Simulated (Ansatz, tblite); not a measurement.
Removing and adding an electron: ZnF2. Total charge 0; singlet. Geometry: PBE-D4/def2-TZVP. Ansatz, gas phase; energy differences of separate SCF runs; the oxidised species was run as a doublet alone; the reduced species was run as a doublet alone.

| atom | x (Å) | y (Å) | z (Å) |
| --- | --- | --- | --- |
| Zn1 | 0.0000 | 0.0008 | -0.0006 |
| F2 | 1.1594 | 0.7430 | 1.0713 |
| F3 | -1.1594 | -0.7438 | -1.0708 |

The xTB rows come from tblite. Correlated methods freeze 11 core orbitals. In CCSD on the charge 1 doublet the largest single amplitude is 0.20, so its Hartree–Fock determinant may place the open shell otherwise than the density functionals do.

| level | −HOMO (eV) | vertical IE (eV) | −LUMO (eV) | vertical EA (eV) | HOMO–LUMO gap (eV) | IE − EA (eV) | remarks |
| --- | --- | --- | --- | --- | --- | --- | --- |
| GFN1-xTB | 13.41 | 17.95 | 9.77 | 5.69 | 3.64 | 12.25 | – |
| GFN2-xTB | 14.32 | 19.00 | 10.15 | 4.99 | 4.16 | 14.01 | – |
| HF/def2-TZVPD | – | – | – | -0.47 | – | – | HOMO above zero (-1 doublet) |
| HF/def2-TZVPP | – | 12.17 | – | – | – | – | – |
| PBE-D4/def2-TZVP | 8.58 | 12.68 | 3.04 | – | 5.54 | – | – |
| PBE-D4/def2-TZVPD | 8.65 | – | 3.09 | 0.36 | 5.55 | – | HOMO above zero (-1 doublet) |
| r2SCAN-D4/def2-TZVP | 8.98 | 12.84 | 2.73 | – | 6.26 | – | – |
| r2SCAN-D4/def2-TZVPD | 9.01 | – | 2.74 | 0.28 | 6.27 | – | HOMO above zero (-1 doublet) |
| PBE0-D4/def2-TZVP | 10.55 | 13.22 | 2.04 | – | 8.50 | – | – |
| PBE0-D4/def2-TZVPD | 10.59 | – | 2.09 | 0.25 | 8.50 | – | HOMO above zero (-1 doublet) |
| MP2/def2-TZVPD | – | – | – | -0.07 | – | – | HOMO above zero (-1 doublet) |
| MP2/def2-TZVPP | – | 14.32 | – | – | – | – | – |
| CCSD/def2-TZVPD | – | – | – | -0.04 | – | – | HOMO above zero (-1 doublet) |
| CCSD/def2-TZVPP | – | 13.86 | – | – | – | – | – |
| CCSD(T)/def2-TZVPD | – | – | – | 0.02 | – | – | HOMO above zero (-1 doublet) |
| CCSD(T)/def2-TZVPP | – | 13.91 | – | – | – | – | – |

   A HOMO above zero means that the electron is unbound at that level or that self-interaction error raises the level; the energy of removing that electron tells which. Raw xTB energy differences between charge states are shifted by several eV; the methods need an empirical correction for them. A negative affinity means that the extra electron isn't bound; its size then hangs on the basis.
